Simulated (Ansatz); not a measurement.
Stepwise reaction of `[F][Al]([SH])[SH]` with hydrogen fluoride, as a gas-phase model of exchange steps in deposition or etching. ΔE in kJ/mol.

Calculated with Ansatz (gas phase, PBE0-D4/def2-TZVP geometries, no zero-point term in ΔE). CBS: MP2 limit from def2 TZ/QZ plus the TZ coupled-cluster correction, frozen cores. This one scheme is used for every species. Functionals use def2-TZVPP. B3LYP here is the variant with VWN-RPA as its local correlation; programs differ in this. One conformer a species, not always the lowest.

```csv
step,reaction,PBE-D4,B3LYP-D4,ωB97M-V,CCSD(T)/CBS
1,`[F][Al]([SH])[SH]` + H–F → `[F][Al]([F])[SH]` + H₂S,-59.3,-71.9,-69.6,-66.9
```

Q: Give the row of step 2, `[F][Al]([F])[SH]` + H–F → `[F][Al]([F])[F]` + H₂S. (Estimate.)

A: The calculation gave: 
```json
{"step": "2", "reaction": "`[F][Al]([F])[SH]` + H–F → `[F][Al]([F])[F]` + H₂S", "PBE-D4": "-51.8", "B3LYP-D4": "-64.2", "ωB97M-V": "-62.1", "CCSD(T)/CBS": "-61.8"}
```

Q: By hand: ΔE of the 2 steps together at CCSD(T)/CBS.

A: (-66.9) + (-61.8) = -128.7 kJ/mol, or -64.3 kJ/mol a step.

In ΔE each step is higher than the one before. All are downhill at CCSD(T)/CBS. PBE-D4 differs from CCSD(T)/CBS by 7.6 to 10.0 kJ/mol a step. Isolated molecules leave out the surface, adducts and barriers. Largest T1 diagnostic: 0.013.
